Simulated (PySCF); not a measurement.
C5H4N2OS.
Bonds: C1–C2 (triple), C2–C3, C3–S4 (aromatic), S4–N5 (aromatic), N5–N6 (aromatic), N6–C7 (aromatic), C7–O8, O8–C9, C3–C7 (aromatic). Hydrogens: H10 on C1; H11, H12, H13 on C9.

The same species was optimised twice, with GFN2-xTB and with PBE0-D3(BJ)/def2-SVP (PySCF), and the same property calculations (PySCF, gas phase) were run on both structures.

```csv
coordinate,GFN2-xTB,PBE0-D3(BJ)/def2-SVP,change
S4–N5 (Å),1.644,1.686,+0.042
N6–C7 (Å),1.340,1.355,+0.015
C2–C3 (Å),1.392,1.406,+0.014
C7–O8 (Å),1.335,1.322,-0.013
C1≡C2 (Å),1.203,1.214,+0.011
N5–N6 (Å),1.266,1.275,+0.009
C3–S4 (Å),1.723,1.715,-0.008
C3–C7 (Å),1.400,1.394,-0.006
O8–C9 (Å),1.416,1.416,0.000
S4–N5–N6 (°),113.9,111.9,-2.0
C7–O8–C9 (°),115.3,117.2,+1.9
N6–C7–O8 (°),123.4,122.2,-1.2
C3–C7–N6 (°),112.9,114.0,+1.1
C3–S4–N5 (°),91.9,92.7,+0.8
C2–C3–S4 (°),124.9,125.3,+0.4
C2–C3–C7 (°),128.6,128.2,-0.4
C1–C2–C3 (°),179.1,179.5,+0.4
N6–C7–O8–C9 (°),0,0,0
```

Rotational constants: A = 1850, B = 1455, C = 818.5 MHz (GFN2-xTB) against A = 1817, B = 1456, C = 812.5 MHz (PBE0-D3(BJ)/def2-SVP). Point groups within 0.08 Å: Cs and Cs. Atoms that the bonding makes alike are paired by their places after alignment.

On the GFN2-xTB structure: lowest singlet, TDDFT (eV) 3.88 [CAM-B3LYP/def2-SVPD]; lowest triplet, Tamm–Dancoff (eV) 2.73 [CAM-B3LYP/def2-SVPD]; isotropic polarisability (au) 96.7 [CAM-B3LYP/def2-SVPD]; HOMO (eV) -8.16 [CAM-B3LYP/def2-SVPD]; LUMO (eV) -1.14 [CAM-B3LYP/def2-SVPD]; dipole (D) 1.99 [CAM-B3LYP/def2-SVPD]; HOMO (eV) -6.94 [PBE0/pcSseg-1]; LUMO (eV) -2.13 [PBE0/pcSseg-1]; dipole (D) 2.00 [PBE0/pcSseg-1]; GIAO shielding of C1 (ppm) 80.4 [PBE0/pcSseg-1]; GIAO shielding of C2 (ppm) 112.0 [PBE0/pcSseg-1]; GIAO shielding of C3 (ppm) 63.6 [PBE0/pcSseg-1]; GIAO shielding of S4 (ppm) -63.3 [PBE0/pcSseg-1]; GIAO shielding of N5 (ppm) -184.1 [PBE0/pcSseg-1]; GIAO shielding of N6 (ppm) -173.0 [PBE0/pcSseg-1]; GIAO shielding of C7 (ppm) 11.1 [PBE0/pcSseg-1]; GIAO shielding of O8 (ppm) 236.7 [PBE0/pcSseg-1].

Q: What do these properties become on the PBE0-D3(BJ)/def2-SVP structure?

A: 
```
                                    property                level  on GFN2-xTB  on PBE0-D3(BJ)/def2-SVP  change
                  lowest singlet, TDDFT (eV)  CAM-B3LYP/def2-SVPD         3.88                     3.92   +0.04
           lowest triplet, Tamm–Dancoff (eV)  CAM-B3LYP/def2-SVPD         2.73                     2.67   -0.06
               isotropic polarisability (au)  CAM-B3LYP/def2-SVPD         96.7                     98.0    +1.3
                                   HOMO (eV)  CAM-B3LYP/def2-SVPD        -8.16                    -8.13   +0.03
                                   LUMO (eV)  CAM-B3LYP/def2-SVPD        -1.14                    -1.18   -0.04
                                  dipole (D)  CAM-B3LYP/def2-SVPD         1.99                     2.19   +0.20
energy, GFN2-xTB geometry as zero (kcal/mol)  CAM-B3LYP/def2-SVPD          0.0                     -1.5    -1.5
                                   HOMO (eV)        PBE0/pcSseg-1        -6.94                    -6.92   +0.02
                                   LUMO (eV)        PBE0/pcSseg-1        -2.13                    -2.18   -0.05
                                  dipole (D)        PBE0/pcSseg-1         2.00                     2.21   +0.21
energy, GFN2-xTB geometry as zero (kcal/mol)        PBE0/pcSseg-1          0.0                     -1.3    -1.3
                  GIAO shielding of C1 (ppm)        PBE0/pcSseg-1         80.4                     80.0    -0.4
                  GIAO shielding of C2 (ppm)        PBE0/pcSseg-1        112.0                    111.9    -0.1
                  GIAO shielding of C3 (ppm)        PBE0/pcSseg-1         63.6                     67.1    +3.5
                  GIAO shielding of S4 (ppm)        PBE0/pcSseg-1        -63.3                    -99.9   -36.6
                  GIAO shielding of N5 (ppm)        PBE0/pcSseg-1       -184.1                   -201.2   -17.1
                  GIAO shielding of N6 (ppm)        PBE0/pcSseg-1       -173.0                   -185.7   -12.7
                  GIAO shielding of C7 (ppm)        PBE0/pcSseg-1         11.1                     11.6    +0.5
                  GIAO shielding of O8 (ppm)        PBE0/pcSseg-1        236.7                    235.7    -1.0
```

The heavy atoms differ by 0.023 Å rms after alignment. Among bonds between heavy atoms S4–N5 changes most (+0.042 Å). Changes are differences of the printed values. Neither structure is proved a minimum here.

Conformer computed: `[CH:1]#[C:2][c:3]1[s:4][n:5][n:6][c:7]1[O:8][CH3:9]`: N6–C7–O8–C9 0°.
